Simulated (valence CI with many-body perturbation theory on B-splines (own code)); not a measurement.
# From CI to CI+MBPT in Co XXIII

Computed by configuration interaction combined with many-body perturbation theory (CI+MBPT): three valence electrons over a frozen Dirac-Fock core [He], radial functions for each j: 11 s, 11 p, 9 d, 7 f, 5 g, 2 h, 1 i, with the one-electron correlation potential Σ1, the two-electron term Σ2, the three-electron term Σ3, Breit, model QED; selected CI, second order for the rest (own B-spline code, finite nucleus).

No measured spectrum was set against this ion. As an estimate, levels of excited configurations hold to 0.05 to 0.15 % of their energy, terms of the ground configuration to about 0.5 %.

Each rung adds one term. CI alone is the Dirac-Coulomb CI over the frozen core; QED comes last and gives the full result, which names the levels. Energies are above 2s2 2p 2P°_1/2 on the same rung, in Ry.

Names give the largest LS component (configuration and term), which can be under half, so a name can repeat, a term be missing and a line seem to break the LS rules; names also repeat where a configuration has a term twice. Letters in brackets count levels of one name in rising energy.

```csv
Level,CI alone,+ Σ1,+ Σ2,+ Σ3,+ Breit,Full
2s2 2p 2P°_3/2,1.310,1.312,1.312,1.312,1.270,1.273
2s 2p2 4P_1/2,3.943,3.930,3.929,3.930,3.958,3.922
2s 2p2 4P_3/2,4.582,4.570,4.568,4.569,4.574,4.540
2s 2p2 4P_5/2,5.178,5.167,5.165,5.166,5.128,5.095
2s 2p2 2D_3/2,7.253,7.241,7.235,7.233,7.219,7.185
2s 2p2 2D_5/2,7.551,7.540,7.535,7.533,7.497,7.465
2s 2p2 2P_1/2,8.279,8.267,8.251,8.247,8.272,8.236
2s 2p2 2S_1/2,9.653,9.643,9.633,9.629,9.615,9.583
2s 2p2 2P_3/2,9.814,9.803,9.780,9.777,9.741,9.708
2p3 4S°_3/2,12.298,12.274,12.250,12.247,12.264,12.192
2p3 2D°_3/2,13.638,13.614,13.594,13.591,13.614,13.542
2p3 2D°_5/2,14.020,13.997,13.977,13.975,13.951,13.880
2p3 2P°_1/2,15.339,15.316,15.297,15.294,15.311,15.242
2p3 2P°_3/2,16.047,16.025,16.006,16.003,15.978,15.911
2s2 3s 2S_1/2,80.697,80.718,80.714,80.712,80.639,80.652
2s2 3p 2P°_1/2,82.415,82.434,82.430,82.427,82.368,82.369
2s2 3p 2P°_3/2,82.785,82.803,82.800,82.797,82.724,82.726
2s 2p 3s 4P°_1/2,84.130,84.139,84.136,84.133,84.104,84.079
2s2 3d 2D_3/2,84.354,84.376,84.372,84.369,84.287,84.289
2s 2p 3s 4P°_3/2,84.461,84.469,84.466,84.463,84.416,84.392
2s2 3d 2D_5/2,84.464,84.486,84.481,84.479,84.394,84.397
2s 2p 3s 2P°_1/2 [a],85.111,85.120,85.116,85.114,85.074,85.050
2s 2p 3s 4P°_5/2,85.401,85.410,85.408,85.405,85.321,85.300
2s 2p 3p 4D_1/2,85.635,85.641,85.637,85.635,85.619,85.584
2s 2p 3p 4D_3/2,85.931,85.937,85.933,85.931,85.897,85.862
2s 2p 3s 2P°_3/2 [a],86.100,86.110,86.105,86.103,86.024,86.003
2s 2p 3p 2P_3/2 [a],86.314,86.319,86.315,86.313,86.281,86.247
2s 2p 3p 2P_1/2 [a],86.446,86.452,86.447,86.445,86.398,86.363
2s 2p 3p 4D_5/2,86.481,86.488,86.484,86.481,86.430,86.396
2s 2p 3p 4P_1/2,86.642,86.648,86.642,86.640,86.611,86.576
2s 2p 3p 2D_3/2 [a],86.843,86.849,86.843,86.841,86.795,86.761
```

(1) How does the ionisation energy move along the ladder, and which term matters most?

## Answers

(1) CI alone 1962.1, + Σ1 1962.4, + Σ2 1962.4, + Σ3 1962.3, + Breit 1961.2, + QED 1961.2 eV. The largest step is Breit, -1.2 eV. NIST lists 1960.8 ± 0.8 eV (semi-empirical).
